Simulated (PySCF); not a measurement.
**Bond length, frequency and bond energy of NaTe⁻ by level of theory**

State: ¹Σ⁺ (singlet), closed shell. Set-up: Na def2-SVPD, Te def2-SVPD with ECP28; scalar-relativistic core potentials (PySCF 2.14). De refers to Na + Te⁻ in their high-spin ground configurations, without counterpoise correction. A positive dipole points towards Te; it is taken about the centre of mass and depends on that origin.

```json
{"Level": "RHF", "Re (Å)": "2.742", "ωe (cm⁻¹)": "259", "De (eV)": "n/a", "μ (D)": "-7.28"}
{"Level": "RHF-MP2", "Re (Å)": "2.777", "ωe (cm⁻¹)": "241", "De (eV)": "n/a", "μ (D)": "n/a"}
{"Level": "RHF-SCS-MP2", "Re (Å)": "2.781", "ωe (cm⁻¹)": "238", "De (eV)": "n/a", "μ (D)": "n/a"}
{"Level": "RHF-CCSD", "Re (Å)": "2.773", "ωe (cm⁻¹)": "240", "De (eV)": "n/a", "μ (D)": "n/a"}
{"Level": "RHF-CCSD(T)", "Re (Å)": "2.791", "ωe (cm⁻¹)": "232", "De (eV)": "n/a", "μ (D)": "n/a"}
{"Level": "PBE", "Re (Å)": "2.751", "ωe (cm⁻¹)": "237", "De (eV)": "1.59", "μ (D)": "-3.82"}
{"Level": "PW91", "Re (Å)": "2.749", "ωe (cm⁻¹)": "237", "De (eV)": "1.64", "μ (D)": "-3.91"}
{"Level": "r²SCAN", "Re (Å)": "2.734", "ωe (cm⁻¹)": "248", "De (eV)": "1.53", "μ (D)": "-4.57"}
{"Level": "r²SCANh", "Re (Å)": "2.727", "ωe (cm⁻¹)": "252", "De (eV)": "1.48", "μ (D)": "-4.95"}
{"Level": "PBE0", "Re (Å)": "2.725", "ωe (cm⁻¹)": "250", "De (eV)": "1.43", "μ (D)": "-4.96"}
{"Level": "HSE06", "Re (Å)": "2.732", "ωe (cm⁻¹)": "247", "De (eV)": "1.47", "μ (D)": "-4.82"}
{"Level": "M06-2X", "Re (Å)": "2.699", "ωe (cm⁻¹)": "266", "De (eV)": "1.34", "μ (D)": "-5.67"}
```

(1) What does a quarter of exact exchange do here, going from PBE to PBE0?

(2) What does second-order correlation do here, going from RHF to RHF-MP2?

(3) What does all correlation do here, going from RHF to RHF-CCSD(T)?

Correlated steps freeze 5 core orbitals. Spin–orbit coupling is left out, which matters for elements this heavy, above all for dissociation energies. For an ion De counts to the pair picked by the measured ionisation energies or electron affinities, which need not be the lowest pair at this level. The highest Kohn–Sham level is positive in this anion. Much of that is self-interaction error, but it also means that the finite basis helps to hold the extra electron. The CCSD T1 diagnostic is raised, a sign that a single reference may not be enough here.

Results:

(1) PBE0 less PBE: -2.6 pm in Re, +5.5 % in ωe, -0.16 eV in De. Exact exchange removes part of the self-interaction that spreads semilocal densities, and in most molecules shortens and stiffens the bond and lowers De; so it does here.

(2) RHF-MP2 less RHF: +3.5 pm in Re, -6.9 % in ωe. Correlation nearly always deepens the well. The bond lengthens, as in strong covalent bonds, where excitations into antibonding orbitals dominate.

(3) RHF-CCSD(T) less RHF: +4.9 pm in Re, -10.4 % in ωe. Correlation nearly always deepens the well. The bond lengthens, as in strong covalent bonds, where excitations into antibonding orbitals dominate.
